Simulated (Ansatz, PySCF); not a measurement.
Process, species as SMILES: OB(O)O[SiH3] + 4 [H][H] (H2) → B (BH3) + 3 O (H2O) + [SiH4] (SiH4)
Structures are relaxed separately at B3LYP-D3(BJ)/def2-TZVP in Ansatz (a program for electronic structure), one conformer each, not searched for the lowest. Frequencies are from Ansatz or PySCF.

Property: energy of full hydrogenation (enthalpy at 298 K, with B3LYP-D3(BJ) rigid-rotor harmonic-oscillator terms), in kcal/mol. Valence correlation only, unless marked. Spin-orbit coupling is left out. Non-relativistic unless marked X2C. Basis-set limits of correlation are two-point, X^-3; Hartree-Fock from the larger set. The bracket is a focal-point correction in the basis named.

```tsv
level	program	energy of full hydrogenation (kcal/mol)	minus last row
HF/cc-pV(D+d)Z	Ansatz	94.8	-11.7
HF/cc-pV(Q+d)Z	Ansatz	99.7	-6.8
RI-HF/aug-cc-pV(Q+d)Z	Ansatz	98.0	-8.5
PBE-D4/def2-TZVPD	Ansatz + dftd4	102.9	-3.6
revPBE-D3(BJ)/def2-TZVPD	Ansatz + dftd3	100.2	-6.3
B3LYP-D3(BJ)/def2-TZVPD	Ansatz + dftd3	105.4	-1.1
B3LYP-D4/def2-TZVPD	Ansatz + dftd4	106.2	-0.3
PBE0/def2-SVP	Ansatz	112.7	6.2
PBE0/def2-TZVP	Ansatz	105.2	-1.3
BHLYP/def2-TZVPD	Ansatz	103.1	-3.4
HSE06/def2-TZVPD	Ansatz	100.2	-6.3
CAM-B3LYP-D3(BJ)/def2-TZVPD	Ansatz + dftd3	106.2	-0.3
LC-wPBE-D4/def2-TZVPD	Ansatz + dftd4	103.6	-2.9
wB97M-V/def2-TZVPD	Ansatz	105.4	-1.1
wB97X-V/def2-TZVPD	Ansatz	103.5	-3.0
MP2/aug-cc-pV(T+d)Z	Ansatz	106.1	-0.4
SCS-MP2/cc-pV(D+d)Z	Ansatz	108.0	1.5
CCSD/STO-3G	Ansatz	152.9	46.4
X2C-CCSD(T)/cc-pVTZ-DK	Ansatz	107.5	1.0
RI-MP2/CBS(aug-cc-pV(T+d)Z,aug-cc-pV(Q+d)Z)+[CCSD(T)-MP2]/aug-cc-pV(T+d)Z	Ansatz	104.6	-1.9
CCSD(T)/CBS(cc-pV(T+d)Z,cc-pV(Q+d)Z)	Ansatz	106.5	0.0
```
